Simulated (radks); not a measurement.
Trend from Lu+ to Hg+: ionisation energy by Delta-SCF between NIST ground configurations, and size. Method: scalar-relativistic Kohn-Sham, PBEsol, spin-polarised, spherical densities, point nucleus; open shells are filled with parallel spins first (spin-orbit coupling, left out, can overturn this in heavy ions); computed with a radial shooting solver on a logarithmic mesh with Libxc functionals.

| species | configuration | configuration of the ion | IE (eV) | NIST (eV) | kind | -e(HOMO) (eV) |
|---|---|---|---|---|---|---|
| Lu+ | [Xe] 4f14 6s2 | [Xe] 4f14 6s1 | 14.008 | 14.13 | semi-emp. | 11.088 (6s) |
| Hf+ | [Xe] 4f14 5d1 6s2 | [Xe] 4f14 5d2 | 15.011 | 14.61 | theory | 11.034 (5d) |
| Ta+ | [Xe] 4f14 5d3 6s1 | [Xe] 4f14 5d3 | 15.737 | 16.2 | semi-emp. | 11.378 (5d) |
| W+ | [Xe] 4f14 5d4 6s1 | [Xe] 4f14 5d4 | 16.538 | 16.4 | semi-emp. | 12.780 (5d) |
| Re+ | [Xe] 4f14 5d5 6s1 | [Xe] 4f14 5d5 | 17.257 | 16.6 | semi-emp. | 13.636 (6s) |
| Os+ | [Xe] 4f14 5d6 6s1 | [Xe] 4f14 5d6 | 17.768 | 17 | semi-emp. | 12.242 (5d) |
| Ir+ | [Xe] 4f14 5d7 6s1 | [Xe] 4f14 5d7 | 18.194 | 17.0 | semi-emp. | 13.960 (5d) |
| Pt+ | [Xe] 4f14 5d9 | [Xe] 4f14 5d8 | 19.485 | 18.6 | exp. | 14.018 (5d) |
| Au+ | [Xe] 4f14 5d10 | [Xe] 4f14 5d9 | 21.075 | 20.20 | exp. | 15.357 (5d) |
| Hg+ | [Xe] 4f14 5d10 6s1 | [Xe] 4f14 5d10 | 19.231 | 18.757 | exp. | 15.168 (6s) |

Reference values: NIST Atomic Spectra Database (exp. = measured, semi-emp. = semi-empirical, theory = theoretical value adopted there). Open shells are spherical and high-spin; term and fine-structure splittings are not resolved. Spin-orbit splitting is averaged out at the scalar-relativistic level.
